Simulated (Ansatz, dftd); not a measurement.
System: BN$_{2}$H$_{4}$, charge 0, doublet. BN2H4 (SMILES N[B]N, doublet).
B3LYP-D3(BJ)/def2-TZVP minimum from Ansatz (a program for electronic structure):
```
B
N 1 1.3992
H 2 1.0035 1 122.58
H 2 1.0116 3 113.34 1 -180.00
N 1 1.3992 2 127.78 3 -180.00
H 5 1.0035 1 122.58 2 180.00
H 5 1.0116 6 113.34 1 -180.00
```
Charge 0, spin multiplicity 2.

Quantity: atomisation energy (electronic, to ground-state atoms), in kcal/mol. Open shells are spin-unrestricted; no spin-orbit coupling. CBS(X,Y): correlation extrapolated as X^-3, Hartree-Fock from the larger set. A bracket is a step between two methods taken in the basis named. The functionals are non-relativistic, so their misses hold any scalar relativity. Double hybrids freeze cores in their MP2 part. '+ core + X2C': CCSD(T) terms for core correlation (cc-pwCVTZ) and scalar relativity (cc-pVTZ-DK). Where a partner has so few electrons that a lower coupled-cluster level is exact, that level stands in.

Compared with CCSD(T)/CBS(cc-pVTZ,cc-pVQZ) + [CCSDT(Q) - CCSD(T)]/cc-pVDZ + core + X2C (Ansatz): 593.9 kcal/mol.

Rank these levels by how close they come to it, closest first: r2SCANh-D4/def2-TZVPD (Ansatz + dftd4); r2SCAN/def2-TZVPD (Ansatz); CAM-B3LYP-D3(BJ)/def2-TZVPD (Ansatz + dftd3); B2PLYP-D4/def2-TZVPD (Ansatz + dftd4).

r2SCANh-D4/def2-TZVPD (592.6 kcal/mol, difference -1.3), B2PLYP-D4/def2-TZVPD (591.9 kcal/mol, difference -2.0), r2SCAN/def2-TZVPD (596.7 kcal/mol, difference 2.8), CAM-B3LYP-D3(BJ)/def2-TZVPD (604.4 kcal/mol, difference 10.5)
